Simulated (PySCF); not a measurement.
C$_{4}$H$_{5}$ (SMILES C=C1[CH]C1), doublet, at a GFN2-xTB geometry; PySCF with B3LYP/def2-SV(P).

Here is a job for PySCF.
```python
from pyscf import gto, scf, dft

mol = gto.Mole()
mol.atom = '''
    C    -0.00487805   -0.07714410    0.26394931
    C     0.19855614   -0.71836459   -0.91636831
    C    -0.06383047    0.73604089   -0.99191477
    C    -0.10307189   -0.06938417    1.60220965
    H     0.40079764   -1.59828163   -1.47223199
    H     0.74883323    1.41662743   -1.23105220
    H    -1.02322444    1.09027825   -1.35918325
    H     0.02216024   -0.97349051    2.17299880
    H    -0.30922107    0.83797828    2.14221335
'''
mol.basis = 'def2-sv(p)'
mol.spin = 1
mol.verbose = 4
mol.build()

mf = dft.UKS(mol)
mf.xc = 'b3lyp'
mf.kernel()
mf.analyze()
```

What does PySCF print? Leave out banner, timings and long lists.


```
PySCF version 2.14.0

[INPUT] verbose = 4
[INPUT] num. atoms = 9
[INPUT] num. electrons = 29
[INPUT] charge = 0
[INPUT] spin (= nelec alpha-beta = 2S) = 1
[INPUT] symmetry False subgroup None
[INPUT] Mole.unit = angstrom
[INPUT] Symbol           X                Y                Z      unit          X                Y                Z       unit  Magmom
[INPUT]  1 C     -0.004878050000  -0.077144100000   0.263949310000 AA   -0.009218178522  -0.145781221126   0.498791906668 Bohr   0.0
[INPUT]  2 C      0.198556140000  -0.718364590000  -0.916368310000 AA    0.375216724951  -1.357512332685  -1.731685135131 Bohr   0.0
[INPUT]  3 C     -0.063830470000   0.736040890000  -0.991914770000 AA   -0.120622106702   1.390915698581  -1.874447254211 Bohr   0.0
[INPUT]  4 C     -0.103071890000  -0.069384170000   1.602209650000 AA   -0.194777643241  -0.131117078680   3.027737432635 Bohr   0.0
[INPUT]  5 H      0.400797640000  -1.598281630000  -1.472231990000 AA    0.757397770972  -3.020314550623  -2.782115252923 Bohr   0.0
[INPUT]  6 H      0.748833230000   1.416627430000  -1.231052200000 AA    1.415089717673   2.677037863246  -2.326351503043 Bohr   0.0
[INPUT]  7 H     -1.023224440000   1.090278250000  -1.359183250000 AA   -1.933613955561   2.060327292070  -2.568484095596 Bohr   0.0
[INPUT]  8 H      0.022160240000  -0.973490510000   2.172998800000 AA    0.041876784455  -1.839630448763   4.106372601009 Bohr   0.0
[INPUT]  9 H     -0.309221070000   0.837978280000   2.142213350000 AA   -0.584343134245   1.583549447534   4.048196531887 Bohr   0.0

nuclear repulsion = 102.59505867234
number of shells = 34
number of NR pGTOs = 116
number of NR cGTOs = 66
basis = def2-sv(p)
ecp = {}

******** <class 'pyscf.dft.uks.UKS'> ********
method = UKS
initial guess = minao
damping factor = 0
level_shift factor = 0
DIIS = <class 'pyscf.scf.diis.CDIIS'>
diis_start_cycle = 1
diis_space = 8
diis_damp = 0
SCF conv_tol = 1e-09
SCF conv_tol_grad = None
SCF max_cycles = 50
direct_scf = True
direct_scf_tol = 1e-13
number electrons alpha = 15  beta = 14
XC library pyscf.dft.libxc version 7.1.2
    S. Lehtola, C. Steigemann, M. J. T. Oliveira, and M. A. L. Marques,  SoftwareX 7, 1–5 (2018)
XC functionals = b3lyp
    P. J. Stephens, F. J. Devlin, C. F. Chabalowski, and M. J. Frisch,  J. Phys. Chem. 98, 11623 (1994)
radial grids:
    Treutler-Ahlrichs [JCP 102, 346 (1995); DOI:10.1063/1.469408] (M4) radial grids

becke partition: Becke, JCP 88, 2547 (1988); DOI:10.1063/1.454033
pruning grids: <function nwchem_prune>
grids dens level: 3
symmetrized grids: False
atomic radii adjust function: <function treutler_atomic_radii_adjust>
small_rho_cutoff = 0
Set gradient conv threshold to 3.16228e-05
tot grids = 105512
init E= -155.715864822531

cycle= 1 E= -155.14675152218  delta_E= 0.569  |g|= 0.208  |ddm|= 2.28
cycle= 2 E= -155.143102230364  delta_E= 0.00365  |g|= 0.238  |ddm|= 0.558
cycle= 3 E= -155.174607383707  delta_E= -0.0315  |g|= 0.0499  |ddm|= 0.313
cycle= 4 E= -155.175853349785  delta_E= -0.00125  |g|= 0.0242  |ddm|= 0.0774
cycle= 5 E= -155.176265726986  delta_E= -0.000412  |g|= 0.009  |ddm|= 0.0353
cycle= 6 E= -155.17632508333  delta_E= -5.94e-05  |g|= 0.00402  |ddm|= 0.0134
cycle= 7 E= -155.176343790519  delta_E= -1.87e-05  |g|= 0.000964  |ddm|= 0.00889
cycle= 8 E= -155.176344745634  delta_E= -9.55e-07  |g|= 0.00041  |ddm|= 0.0023
cycle= 9 E= -155.176344859301  delta_E= -1.14e-07  |g|= 0.000149  |ddm|= 0.000682
cycle= 10 E= -155.176344892945  delta_E= -3.36e-08  |g|= 3.96e-05  |ddm|= 0.000404
cycle= 11 E= -155.176344897868  delta_E= -4.92e-09  |g|= 1.53e-05  |ddm|= 0.000182
cycle= 12 E= -155.17634489834  delta_E= -4.72e-10  |g|= 4.4e-06  |ddm|= 6.01e-05
Extra cycle  E= -155.176344898364  delta_E= -2.46e-11  |g|= 3.85e-06  |ddm|= 1.33e-05
converged SCF energy = -155.176344898364  <S^2> = 0.77650017  2S+1 = 2.0263269
**** SCF Summaries ****
Total Energy =                        -155.176344898364448
Nuclear Repulsion Energy =             102.595058672340329
One-electron Energy =                 -410.045116341719563
Two-electron Energy =                  152.273712771014800
Two-electron Coulomb Energy =          175.788660677157537
DFT Exchange-Correlation Energy =      -23.514947906142723
**** MO energy ****
                             alpha | beta                alpha | beta
MO #1   energy= -10.2056285521863  | -10.2048742784225  occ= 1 | 1
MO #2   energy= -10.201472291639   | -10.1951311650243  occ= 1 | 1
MO #3   energy= -10.1915630253774  | -10.1921143654818  occ= 1 | 1
MO #4   energy= -10.1881608523764  | -10.1803624542697  occ= 1 | 1
MO #5   energy= -0.876753648911367 | -0.86820205031046  occ= 1 | 1
MO #6   energy= -0.72457842673431  | -0.708391368716888 occ= 1 | 1
MO #7   energy= -0.598151476816821 | -0.587281207349833 occ= 1 | 1
MO #8   energy= -0.545417974475015 | -0.537081415545931 occ= 1 | 1
MO #9   energy= -0.485148274786618 | -0.480256306137528 occ= 1 | 1
MO #10  energy= -0.452875631454051 | -0.442130923019833 occ= 1 | 1
MO #11  energy= -0.445932446074378 | -0.441538032912459 occ= 1 | 1
MO #12  energy= -0.338374034913461 | -0.330994986292032 occ= 1 | 1
MO #13  energy= -0.304608629534903 | -0.304382236413783 occ= 1 | 1
MO #14  energy= -0.302486550426284 | -0.27538701684666  occ= 1 | 1
MO #15  energy= -0.206665467020946 | -0.0899368886259735 occ= 1 | 0
MO #16  energy= 0.0469041770291483 | 0.0745063807576076 occ= 0 | 0
MO #17  energy= 0.0917649963590876 | 0.0943367755228262 occ= 0 | 0
MO #18  energy= 0.0981110964558587 | 0.103404461276306  occ= 0 | 0
MO #19  energy= 0.10113942935247   | 0.105621381565203  occ= 0 | 0
MO #20  energy= 0.112933598678866  | 0.114997042076573  occ= 0 | 0
MO #21  energy= 0.145933396233365  | 0.148217217369356  occ= 0 | 0
MO #22  energy= 0.190239362727454  | 0.193189221448486  occ= 0 | 0
MO #23  energy= 0.237834636943045  | 0.237132451318427  occ= 0 | 0

To work with the spin densities directly, `use mulliken_meta_spin()` only printing them here.

 ** Mulliken spin pop alpha/beta on meta-lowdin orthogonal AOs **
 ** Mulliken Spin Density (per AO)  **
spin_pop of  0 C 1s        0.00000
spin_pop of  0 C 2s       -0.01403
spin_pop of  0 C 3s        0.00012
spin_pop of  0 C 2px      -0.14152
spin_pop of  0 C 2py      -0.01845
spin_pop of  0 C 2pz      -0.01045
spin_pop of  0 C 3px      -0.00003
spin_pop of  0 C 3py       0.00012
spin_pop of  0 C 3pz      -0.00018
spin_pop of  0 C 3dxy      0.00014
spin_pop of  0 C 3dyz      0.00004
spin_pop of  0 C 3dz^2     0.00004
spin_pop of  0 C 3dxz      0.00113
spin_pop of  0 C 3dx2-y2    0.00008
spin_pop of  1 C 1s       -0.00001
spin_pop of  1 C 2s        0.03102
spin_pop of  1 C 3s       -0.00031
spin_pop of  1 C 2px       0.58543
spin_pop of  1 C 2py       0.03287
spin_pop of  1 C 2pz       0.02073
spin_pop of  1 C 3px       0.00406
spin_pop of  1 C 3py       0.00008
spin_pop of  1 C 3pz       0.00003
spin_pop of  1 C 3dxy     -0.00003
spin_pop of  1 C 3dyz      0.00007
spin_pop of  1 C 3dz^2    -0.00003
spin_pop of  1 C 3dxz     -0.00004
spin_pop of  1 C 3dx2-y2   -0.00053
spin_pop of  2 C 1s        0.00000
spin_pop of  2 C 2s       -0.00414
spin_pop of  2 C 3s        0.00007
spin_pop of  2 C 2px      -0.00695
spin_pop of  2 C 2py      -0.01415
spin_pop of  2 C 2pz      -0.00091
spin_pop of  2 C 3px       0.00024
spin_pop of  2 C 3py       0.00003
spin_pop of  2 C 3pz       0.00001
spin_pop of  2 C 3dxy      0.00056
spin_pop of  2 C 3dyz      0.00000
spin_pop of  2 C 3dz^2     0.00002
spin_pop of  2 C 3dxz     -0.00009
spin_pop of  2 C 3dx2-y2    0.00004
spin_pop of  3 C 1s       -0.00001
spin_pop of  3 C 2s        0.02228
spin_pop of  3 C 3s       -0.00044
spin_pop of  3 C 2px       0.46882
spin_pop of  3 C 2py       0.02725
spin_pop of  3 C 2pz       0.01382
spin_pop of  3 C 3px       0.00390
spin_pop of  3 C 3py      -0.00001
spin_pop of  3 C 3pz       0.00003
spin_pop of  3 C 3dxy     -0.00006
spin_pop of  3 C 3dyz      0.00001
spin_pop of  3 C 3dz^2    -0.00010
spin_pop of  3 C 3dxz     -0.00007
spin_pop of  3 C 3dx2-y2   -0.00043
spin_pop of  4 H 1s       -0.02104
spin_pop of  4 H 2s        0.00005
spin_pop of  5 H 1s        0.02586
spin_pop of  5 H 2s        0.00023
spin_pop of  6 H 1s        0.02586
spin_pop of  6 H 2s        0.00023
spin_pop of  7 H 1s       -0.01531
spin_pop of  7 H 2s        0.00011
spin_pop of  8 H 1s       -0.01618
spin_pop of  8 H 2s        0.00011
 ** Mulliken Spin Density (per atom)  **
spin density of  0 C =     -0.18298
spin density of  1 C =      0.67334
spin density of  2 C =     -0.02526
spin density of  3 C =      0.53498
spin density of  4 H =     -0.02099
spin density of  5 H =      0.02609
spin density of  6 H =      0.02609
spin density of  7 H =     -0.01520
spin density of  8 H =     -0.01608
 ** Mulliken pop alpha/beta on meta-lowdin orthogonal AOs **
 ** Mulliken pop       alpha | beta **
In total            15.00000 | 14.00000
 ** Mulliken atomic charges   ( Nelec_alpha | Nelec_beta ) **
charge of  0C =      0.01332  (     2.90185      3.08483 )
charge of  1C =     -0.11481  (     3.39407      2.72073 )
charge of  2C =     -0.18497  (     3.07985      3.10511 )
charge of  3C =     -0.21917  (     3.37708      2.84209 )
charge of  4H =      0.12321  (     0.42790      0.44889 )
charge of  5H =      0.08594  (     0.47008      0.44399 )
charge of  6H =      0.08594  (     0.47008      0.44399 )
charge of  7H =      0.10481  (     0.43999      0.45519 )
charge of  8H =      0.10573  (     0.43910      0.45518 )
Dipole moment(X, Y, Z, Debye):  0.04971, -0.21608, -0.13709
```
